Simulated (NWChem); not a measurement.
Species: GeHBrCl$_{2}$; SMILES [Cl][GeH]([Cl])[Br]

```xyz
5

Ge     0.4653     0.4186     0.0000
Cl    -0.3487     1.3733    -1.7334
Cl    -0.3487     1.3733     1.7334
Br    -0.1636    -1.7774     0.0000
H      1.9872     0.5418     0.0000
```
Atoms are numbered in this order, from 1.

Results from NWChem. Pople sets run with spherical d functions. Geometry: optimised at PBE0/def2-SVP. GIAO values for the isolated, static molecule; σ is the absolute isotropic shielding, δ = σ(reference) − σ with the isolated reference molecule computed at the same levels (1H: tetramethylsilane). Spin-orbit effects, on the heavy nuclei and on their neighbours, are missing.

For level B3LYP/6-31G*:

```yaml
"σ Ge1 (ppm)": 1397.0
"σ Cl2 (ppm)": 771.9
"σ Br4 (ppm)": 2293.2
"δ H5 (ppm)": 7.12
```

Problem. How do the values read with level KT2/pcSseg-1 instead?

Solution. The σ Ge1 (ppm) is 1187.1 and the σ Cl2 (ppm) is 732.9. The σ Br4 (ppm) is 2170.9 and the δ H5 (ppm) is 7.32.
